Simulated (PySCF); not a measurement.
tert-butylthiol (C4H10S), SMILES C(C)(S)(C)C.

Geometry optimised at PBE0-D3(BJ)/def2-SVP. The values are those of a single conformer.

Computed with CAM-B3LYP/def2-TZVP (PySCF).

The molecule is in vacuum.

Computed frontier levels, gap, dipole moment and polarisability:
| Item | Value |
|---|---|
| highest occupied level | -8.06 eV |
| lowest empty level | 1.32 eV |
| orbital gap | 9.38 eV |
| dipole moment | 1.66 D |
| quadrupole, principal values (traceless, Buckingham form, about the centre of nuclear charge) | -3.22, -1.34, 4.56 D·Å |
| mean static polarisability | 68.6 bohr³ (10.16 Å³) |
| polarisability, principal values | 63.1, 66.6, 76.1 bohr³ |
